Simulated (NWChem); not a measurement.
# CsF; SMILES [Cs][F]

Computed with NWChem. def2 effective core potentials on Cs; no spin-orbit coupling. Each level has its own optimisation; frequencies are unscaled.

| level | r Cs–F (Å) | highest harmonic frequency (cm⁻¹) | zero-point energy (kcal/mol) |
|---|---|---|---|
| BP86/def2-TZVP | 2.393 | 355 | 0.5 |
| CAM-B3LYP/def2-SVP | 2.395 | 380 | 0.5 |
| LDA (Slater exchange, VWN5)/def2-SVP | 2.358 | 395 | 0.6 |
| PBE/def2-SVP | 2.405 | ? | 0.5 |
| PBE0-D3(BJ)/def2-TZVP | 2.380 | 362 | 0.5 |

Problem. Complete the blanks.

Solution. 
- PBE/def2-SVP, highest harmonic frequency (cm⁻¹): 367
